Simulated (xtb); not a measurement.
Zr(Cl)2(SH)2 (Cl2H2S2Zr), SMILES [SH][Zr]([SH])([Cl])[Cl], multiplicity 1. All values are semi-empirical tight-binding results from xtb (GFN2-xTB unless named), good for trends rather than for accurate numbers. Geometry: GFN2-xTB. The spin state was assumed, not searched. The structure was generated by enumeration; whether it is a known compound was not checked. Other conformers were not sampled.

Optimised geometry:

```xyz
7

Zr     0.0700    -0.0698    -0.0058
Cl     1.5290     1.2036    -1.1753
Cl     0.8635    -0.1127     2.1121
S     -0.5085    -2.2303    -1.0010
H     -1.7850    -1.8874    -1.2350
S     -2.0097     1.2196     0.0622
H     -1.3995     2.3059     0.5609
```
Charge 0, spin multiplicity 1.

The geometry has at least one imaginary mode, so it is a saddle point at that level.

For metal compounds this method's bond lengths and energies can be far off.

```json
{
 "orbital_gap": "1.60 eV"
}
```

Computed atomic charges and the Wiberg bond orders between heavy atoms:
charges (e) Zr1 1.03, Cl2 -0.32, Cl3 -0.32, S4 -0.39, H5 0.19, S6 -0.37, H7 0.19. Bond orders Zr1–Cl2 1.06, Zr1–Cl3 1.06, Zr1–S4 1.12, Zr1–S6 1.16.
